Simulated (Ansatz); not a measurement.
This geometry of C2H5FGeO2 (11 atoms, charge 0, multiplicity 1) is a first-order saddle point.

The calculation used RKS PBE0/def2-SVP in Ansatz.

```xyz
11
Properties=species:S:1:pos:R:3
C -1.578 -0.487 0.056
C -0.143 -0.225 0.476
F 0.033 -0.651 1.762
O 0.226 1.128 0.414
Ge 1.714 0.685 -0.514
O 0.810 -0.870 -0.328
H -2.133 -0.954 0.879
H -1.590 -1.159 -0.812
H -2.063 0.460 -0.213
H 1.749 1.227 -1.947
H 3.042 0.789 0.248
```

Problem. Which two structures does it join? (They come from a converged band through this point; their orientation in space is the band's.)

Solution. No bond is made or broken. The dihedral H9–C1–C2–Ge5 goes from -120 to 0°. The two ends are copies of one structure, up to a mirror image or an exchange of like atoms.

First end point:

```xyz
11
Properties=species:S:1:pos:R:3
C -1.565 -0.464 0.053
C -0.172 -0.130 0.511
F -0.107 -0.306 1.864
O 0.215 1.186 0.217
Ge 1.736 0.570 -0.545
O 0.820 -0.921 -0.087
H -1.792 -1.508 0.307
H -1.647 -0.328 -1.032
H -2.283 0.197 0.557
H 1.826 0.815 -2.056
H 3.034 0.832 0.230
```

Last end point:

```xyz
11
Properties=species:S:1:pos:R:3
C -1.566 -0.461 0.054
C -0.135 -0.260 0.473
F 0.029 -0.789 1.722
O 0.256 1.086 0.507
Ge 1.701 0.695 -0.508
O 0.792 -0.864 -0.389
H -2.231 0.043 0.768
H -1.796 -1.535 0.041
H -1.727 -0.044 -0.948
H 1.681 1.330 -1.903
H 3.060 0.742 0.203
```

Problem. How far does it lie above each of them?

Solution. 3.2 kcal/mol above the first and 3.2 kcal/mol above the second. This is the barrier of this one path; another mechanism may lie lower.

Run time: 4.8 min on 2 threads of Arm Neoverse V1, on a shared host, peak memory 0.38 GiB.
